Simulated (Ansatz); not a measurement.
```yaml
crystal:
  periodic: [false, false, false]
  atoms:
    - {symbol: C, position_ang: [-1.688763, -0.750595, -2.057049]}
    - {symbol: N, position_ang: [-0.855352, -0.935509, -0.898557]}
    - {symbol: C, position_ang: [-1.248193, -2.071331, -0.102153]}
    - {symbol: Ge, position_ang: [-0.190648, 0.533726, -0.007452]}
    - {symbol: C, position_ang: [0.307604, 1.859630, -1.353819]}
    - {symbol: C, position_ang: [-1.428000, 1.276895, 1.309986]}
    - {symbol: N, position_ang: [1.246449, -0.159370, 0.913921]}
    - {symbol: C, position_ang: [1.764051, 0.540525, 2.059832]}
    - {symbol: C, position_ang: [2.276822, -0.808994, 0.142562]}
    - {symbol: H, position_ang: [-1.343315, 0.096291, -2.653747]}
    - {symbol: H, position_ang: [-1.649878, -1.639818, -2.700135]}
    - {symbol: H, position_ang: [-2.751656, -0.579674, -1.811587]}
    - {symbol: H, position_ang: [-0.584391, -2.172488, 0.759255]}
    - {symbol: H, position_ang: [-1.175809, -2.994938, -0.691467]}
    - {symbol: H, position_ang: [-2.285650, -2.004441, 0.268335]}
    - {symbol: H, position_ang: [-0.571157, 2.327772, -1.800674]}
    - {symbol: H, position_ang: [0.907497, 2.641903, -0.884476]}
    - {symbol: H, position_ang: [0.900385, 1.397398, -2.144701]}
    - {symbol: H, position_ang: [-2.383483, 1.490392, 0.826685]}
    - {symbol: H, position_ang: [-1.600959, 0.563438, 2.117208]}
    - {symbol: H, position_ang: [-1.048538, 2.206600, 1.737436]}
    - {symbol: H, position_ang: [2.480382, 1.339806, 1.800548]}
    - {symbol: H, position_ang: [2.291562, -0.155754, 2.725201]}
    - {symbol: H, position_ang: [0.955107, 0.991655, 2.638356]}
    - {symbol: H, position_ang: [2.800607, -1.554455, 0.755357]}
    - {symbol: H, position_ang: [1.834809, -1.329213, -0.710014]}
    - {symbol: H, position_ang: [3.040507, -0.109450, -0.238852]}
basis:
  gaussian: {orbitals: aug-cc-pVDZ, final_grid: {core_spheres: 1, valence_spheres: 1, degree: 1}}
hamiltonian: {xc: {name: wB97M-V}}
scf: {lower_state_search: full}
```

```sh
$ ansatz run in.yaml --threads 4 --pin off --events-out ev --progress --plain --max-ram 46080MiB --backend cuda --devices 0, --max-vram 37GiB
```

Shortened log:

```
Functional definition: wB97M-V
3506 factors; their error is unknown
1537 factors; integrals over basis functions are off by at most 1.3e-6 eV
mean field evaluation 1: about -65990.5129 eV, gradient 8.2e1 eV
mean field evaluation 2: about -65994.9954 eV, gradient 7.1e1 eV
mean field evaluation 4: about -66006.0774 eV, gradient 3.1e0 eV
mean field evaluation 16: about -65969.3072 eV, gradient 4.1e-1 eV
mean field -65969.31028762 eV, -2424.3274374653 hartree, gradient 7.2e-5 eV, S^2 0.000000; 0 other end points of the search recorded, 0 dependent functions left out
reference -65969.31031954 eV, -2424.3274386384 hartree; 50, 50 occupied and 332, 332 virtual orbitals, 3506 factors
Total energy: -65969.31031954 eV, -2424.3274386384 hartree
```

Something in this input is off. What?

The integration grid is far too coarse. The run converged. The result belongs to that input, not to the molecule as meant.
